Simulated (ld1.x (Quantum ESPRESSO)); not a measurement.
**rhodium (Rh): one change to a TM semilocal potential, before and after**

| Item | Value |
| --- | --- |
| Element | Rh (Z = 45) |
| Generator | ld1.x (Quantum ESPRESSO) 7.5 |
| Type | norm-conserving Troullier–Martins (semilocal form) |
| Functional | revPBE |
| Relativity | scalar-relativistic |
| Frozen core | [Ar] 3d10 |
| Valence charge | 17 |
| Reference configuration | 4s2 4p6 4d7 5s0 5p0 (charge +2) |
| Partial waves | 4p (bound): rc 1.40 bohr; 4d (bound): rc 1.50 bohr; 4s (bound): rc 0.95 bohr |
| Local potential | the s channel |
| Core correction | none |

Change: wave 4p (bound): rc 1.40 bohr becomes 4p (bound): rc 1.58 bohr.

Cutoffs: the cutoffs (Ry, on a coarse ladder) from which the occupation-weighted sum of valence levels, in a spherical-Bessel basis at the reference potential, stays within 10 and 1 mRy of its value at 400 Ry; they do not see the model core or the augmentation charge, which bear on the density cutoff. Errors are all-electron minus pseudo energies relative to the spin-unpolarised reference configuration.

Problem. What does the change do?

Solution. The potential gets neither clearly harder nor softer (140 Ry and 230 Ry → 140 Ry and 230 Ry); the s channel sets the loose cutoff, while the largest relative change is in p, which becomes softer; of the 7 tests that both files solve, the error grows in 4 and shrinks in 0 by more than 15 % and 0.3 meV (median size 36.9 → 39.7 meV); neither file shows a bound ghost. More of the atom is replaced by a form fitted at one configuration, so other configurations suffer. A semilocal file is local in each channel, so a ghost entry of none says nothing of the separable form that plane-wave codes build from it.

| quantity | base | changed |
| --- | --- | --- |
| cutoff, loose | 140 Ry | 140 Ry |
| cutoff, tight | 230 Ry | 230 Ry |
| loose cutoff by channel (10 mRy a level) | p 45 Ry, d 50 Ry, s 110 Ry | p 30 Ry, d 50 Ry, s 110 Ry |
| bound ghosts | none | none |
| error for 4s2 4p6 4d8 5s1 5p0, meV [ΔE -26.75 eV] | +67 | +67 |
| error for 4s2 4p6 4d8 5s0 5p0, meV [ΔE -19.42 eV] | +1.6 | +2.0 |
| error for 4s2 4p6 4d6 5s0 5p0, meV [ΔE 32.43 eV] | +0.2 | +1.4 |
| error for 4s2 4p6 4d8 5s0 5p1, meV [ΔE -23.19 eV] | +37 | +67 |
| error for 4s2 4p6 4d5 5s0 5p0, meV [ΔE 79.31 eV] | +11 | +19 |
| error for 4s2 4p6 4d8 5s0.5 5p0, meV [ΔE -23.89 eV] | +39 | +40 |
| error for 4s1 4p6 4d8 5s1 5p0, meV [ΔE 62.22 eV] | +83 | +86 |
